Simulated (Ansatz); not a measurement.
A run on CH4ClGeI, SMILES `[CH3][GeH]([Cl])[I]` with other settings.

```yaml
crystal:
  periodic: [false, false, false]
  atoms:
    - {symbol: C, position_ang: [-0.263812, 1.061626, 0.130059]}
    - {symbol: Ge, position_ang: [0.286401, -0.745798, -0.288977]}
    - {symbol: Cl, position_ang: [2.046214, -1.199367, 0.866493]}
    - {symbol: I, position_ang: [-1.523700, -2.357687, 0.363599]}
    - {symbol: H, position_ang: [-0.480480, 1.133309, 1.195250]}
    - {symbol: H, position_ang: [0.542090, 1.751005, -0.125637]}
    - {symbol: H, position_ang: [-1.158656, 1.312390, -0.440437]}
    - {symbol: H, position_ang: [0.643942, -1.012480, -1.756249]}
basis:
  gaussian: {orbitals: def2-SVP, nuclear_model: gaussian}
total_charge: 1
magnetization: {spin_polarized: true, initial_magnetization: 1}
hamiltonian: {xc: {name: SVWN5}}
output: {forces: true}
```

```sh
$ ansatz run in.yaml --threads 4 --pin off --events-out ev --progress --plain --max-ram 10444MiB
```

Shortened log:

```
Functional definition: SVWN5
1252 factors; their error is unknown
mean field evaluation 1: about -78062.5665 eV, gradient 5.3e1 eV
mean field evaluation 2: about -78007.7849 eV, gradient 9.0e1 eV
mean field evaluation 4: about -78073.4719 eV, gradient 1.9e1 eV
mean field evaluation 8: about -78077.0071 eV, gradient 3.4e0 eV
mean field evaluation 16: about -78077.1281 eV, gradient 6.0e-2 eV
mean field evaluation 32: about -78077.0738 eV, gradient 2.2e-6 eV
mean field -78077.07375678 eV, -2869.2795380204 hartree, gradient 2.2e-6 eV, S^2 0.750727; 8 other end points of the search recorded, 0 dependent functions left out
reference -78077.07378762 eV, -2869.2795391536 hartree; 42, 41 occupied and 68, 69 virtual orbitals, 1252 factors
Total energy: -78077.07378762 eV, -2869.2795391536 hartree
Atom 0 at    -0.263812     1.061626     0.130059 Å, force    -0.181893    -0.312568     0.046785 eV/Å
Atom 1 at     0.286401    -0.745798    -0.288977 Å, force     0.601399     0.291963     0.500446 eV/Å
Atom 2 at     2.046214    -1.199367     0.866493 Å, force    -0.255741     0.066712    -0.203693 eV/Å
Atom 3 at    -1.523700    -2.357687     0.363599 Å, force    -0.161133    -0.088181    -0.049908 eV/Å
Atom 4 at    -0.480480     1.133309     1.195250 Å, force    -0.086632    -0.032512     0.693571 eV/Å
Atom 5 at     0.542090     1.751005    -0.125637 Å, force     0.672323     0.220405    -0.245303 eV/Å
Atom 6 at    -1.158656     1.312390    -0.440437 Å, force    -0.554359     0.026201    -0.439306 eV/Å
Atom 7 at     0.643942    -1.012480    -1.756249 Å, force    -0.033964    -0.172019    -0.302592 eV/Å
Dipole moment:    -0.088858     0.539098    -0.235875 e Å
```

It took 3.1 s on 4 threads of an Intel Xeon on a shared host, with 0.3 GiB of host memory at the peak.
